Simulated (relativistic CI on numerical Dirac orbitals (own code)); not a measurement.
# Pr²⁺: 5s photoemission

Computed with this model: Dirac-Coulomb-Breit CI, separate exchange-only KLI orbitals for each configuration, QED by a radiative potential, multiplet model of photoemission in the sudden approximation, unscaled Slater integrals; configurations [Xe] 4f3 → [Kr] 4d10 4f3 5s 5p6; 80 K; Lorentzian 1.05 eV and Gaussian 0.6 eV FWHM. Energies are those of the free ion, without screening or charge transfer. The energies are binding energies and can lie tens of eV above those of solids. Without intra-shell correlation the exchange splitting of an s hole comes out too large, often by half or more. S is read from ⟨S²⟩ = S(S + 1).

Computed curve for free ion, scaled to 100 at the maximum (points under 2 are left out and the grid is thinned):

```
Energy (eV)  Intensity
       54.8        2.2
       55.0        2.4
       55.2        2.6
       55.4        2.9
       55.6        3.2
       55.8        3.6
       56.0        4.1
       56.2        4.6
       56.4        5.3
       56.6        6.1
       56.8        7.2
       57.0        8.6
       57.2       10.4
       57.4       12.8
       57.6       16.3
       57.8       21.3
       58.0       28.8
       58.2       39.8
       58.4       55.5
       58.6       74.5
       58.8       91.9
       59.0      100.0
       59.2       94.6
       59.4       79.2
       59.6       61.3
       59.8       46.8
       60.0       37.4
       60.2       32.8
       60.4       32.2
       60.6       35.4
       60.8       41.9
       61.0       50.2
       61.2       57.0
       61.4       58.3
       61.6       52.7
       61.8       42.7
       62.0       32.2
       62.2       23.6
       62.4       17.4
       62.6       13.3
       62.8       10.4
       63.0        8.4
       63.2        6.9
       63.4        5.8
       63.6        5.0
       63.8        4.3
       64.0        3.8
       64.2        3.3
       64.4        3.0
       64.6        2.7
       64.8        2.4
       65.0        2.2
       65.2        2.0
```

The ground state has S = 1.49, and the centroid lies at 59.85 eV.
